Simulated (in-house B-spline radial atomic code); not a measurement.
How numerical settings move a run on Zr²⁺, [Kr] 4d2. Computed with an all-electron radial atomic-structure program (B-spline basis): non-relativistic B3LYP, spin-polarised, spherical fractional occupations, point nucleus.

Command:
```bash
python run_scf.py task.json out
```
Settings of the sound reference run:
```
Z                40
electrons        38
configuration    [Kr] 4d2
hamiltonian      nr
method           b3lyp
spin_polarised   True
knot_spacing     0.22
spline_order     8
gauss_points     12
box_radius       22.22
max_iterations   70
damping          0.5
damped_steps     3
diis_vectors     10
tolerance        1e-08
start            Thomas-Fermi
```

Time taken, with all properties: 0.36 s on 1 thread of Intel(R) Xeon(R) Platinum 8488C (shared host).

It converges in 10 iterations to -3540.197228 hartree, with 4d up at -17.9788 eV. The other runs change the listed settings, some to values that make no sense; their results aren't properties of the atom or ion. Radii are in bohr (the nuclear one in fm), a minus after a letter asks for a j subshell, and «unchanged» means within 1e-8 hartree. The run stops when the residual is below 10 × tolerance × max(1, Z/10), or a noise floor if that is larger, and the energy moves by less than 1e-8 × √|E| hartree; so very loose and very tight tolerances often act alike.

| changed settings | outcome |
| --- | --- |
| knot_spacing = 0.15, first_knot = 2.5e-06, max_iterations = 12, tolerance = 1e-06 | converged in 8 iterations, energy -1.03e-06 hartree from the reference, 4d up level -7.2e-04 eV |
| damping = 0 | converged in 11 iterations, energy unchanged, 4d up level +5.2e-06 eV |
| first_knot = 2.5e-06 | converged in 8 iterations, energy +4.41e-08 hartree from the reference, 4d up level -7.2e-04 eV |
| spline_order = 10, max_iterations = 60, damped_steps = 1 | converged in 9 iterations, energy -6.12e-07 hartree from the reference, 4d up level +5.2e-06 eV |
| electrons = 47, configuration = [Kr] 4d11, max_iterations = 50 | stopped with error: shell 4d holds at most 5 electrons (per spin) |
| gauss_points = 4, first_knot = 0.00025, max_iterations = 5, tolerance = 1e-05 | not converged after 5 iterations, last residual 5.5e-03, last energy +8.37e-04 hartree from the reference |
| electrons = 41, configuration = [Kr] 4d2 5s3, max_iterations = 100 | stopped with error: shell 5s holds at most 1 electrons (per spin) |
| damping = 0.2 | converged in 10 iterations, energy unchanged, 4d up level +3.7e-06 eV |
| first_knot = 0.075 | converged in 10 iterations, energy +3.53e-03 hartree from the reference, 4d up level -2.0e-06 eV |
| first_knot = 0.025 | converged in 10 iterations, energy -2.22e-07 hartree from the reference, 4d up level -1.0e-06 eV |
| diis_vectors = 2 | converged in 14 iterations, energy unchanged, 4d up level -1.7e-05 eV |
| diis_vectors = 4 | converged in 10 iterations, energy unchanged, 4d up level +4.0e-06 eV |
| diis_vectors = 0 | converged in 20 iterations, energy unchanged, 4d up level +4.0e-06 eV |
| first_knot = 0.0025 | converged in 10 iterations, energy -3.35e-07 hartree from the reference, 4d up level -5.1e-07 eV |
| hamiltonian = dirac, method = hf, spin_polarised = False, nucleus = fermi, rms_radius = 4.2694, mass_number = 90, atomic_mass = 89.9047, speed_of_light = 36.01306 | converged in 11 iterations to -4769.1570 hartree, a different physical problem |
| diis_vectors = 1 | converged in 47 iterations, energy unchanged, 4d up level -7.7e-06 eV |

(1) What happens with diis_vectors = 20?

(2) What happens with damping = 0.95?

(3) What happens with first_knot = 2.5e-05?

(4) What happens with damping = 0.8?

## Answers

(1) Converged in 10 iterations, energy unchanged.

(2) Converged in 11 iterations, energy unchanged, 4d up level +4.0e-06 eV.

(3) Converged in 8 iterations, energy -4.53e-07 hartree from the reference, 4d up level -7.2e-04 eV.

(4) Converged in 11 iterations, energy unchanged, 4d up level +1.0e-06 eV.
